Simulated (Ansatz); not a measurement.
Species: sum formula AlNH$_{2}$Br$_{2}$ (charge 0, singlet). SMILES: [Al]([NH2])([Br])[Br]
Geometry from a B3LYP-D3(BJ)/def2-TZVP (Ansatz, a quantum-chemistry and plane-wave program) optimisation:
```xyz
6

N     -2.3982    -0.2996     0.0311
Al    -0.6608    -0.0826     0.0086
Br     0.2039     1.9876    -0.1597
Br     0.6905    -1.8759     0.1481
H     -3.0661     0.4526    -0.0272
H     -2.8589    -1.1928     0.1039
```
Charge 0, spin multiplicity 1.

Property: vertical triplet-singlet gap (E(triplet) - E(singlet); each state is the SCF solution reached for its spin; for the triplet the Hartree-Fock reference is unstable and T1 is 0.027), in eV. Cores are frozen in the correlated levels unless marked. Open shells are spin-unrestricted. Spin-orbit coupling is left out. Frozen are the shells of the preceding noble gas and the d and f shells that filled before the atom's block. No relativistic terms. CBS(X,Y): correlation extrapolated as X^-3; Hartree-Fock from the larger set.

```csv
level,program,vertical triplet-singlet gap (eV)
RI-HF/def2-TZVPPD,Ansatz,4.98
RI-HF/def2-QZVPPD,Ansatz,4.96
SVWN5/def2-TZVPD,Ansatz,5.01
PBE/def2-TZVPD,Ansatz,4.94
r2SCAN/def2-TZVPD,Ansatz,5.28
B3LYP/def2-TZVPD,Ansatz,5.32
PBE0/def2-TZVPD,Ansatz,5.36
BHLYP/def2-TZVPD,Ansatz,5.48
CAM-B3LYP/def2-TZVPD,Ansatz,5.63
wB97M-V/def2-TZVPD,Ansatz,5.75
wB97X-V/def2-TZVPD,Ansatz,5.91
B2PLYP/def2-TZVPD,Ansatz,5.60
RI-MP2/def2-TZVPPD,Ansatz,6.03
RI-MP2/def2-QZVPPD,Ansatz,6.04
"RI-MP2/CBS(def2-TZVPPD,def2-QZVPPD)",Ansatz,6.06
CCSD/def2-SVPD,Ansatz,5.80
CCSD/def2-QZVPPD,Ansatz,5.72
CCSD(T)/def2-SVPD,Ansatz,5.79
CCSD(T)/def2-TZVPPD,Ansatz,5.70
CCSD(T)/def2-QZVPPD,Ansatz,5.73
```
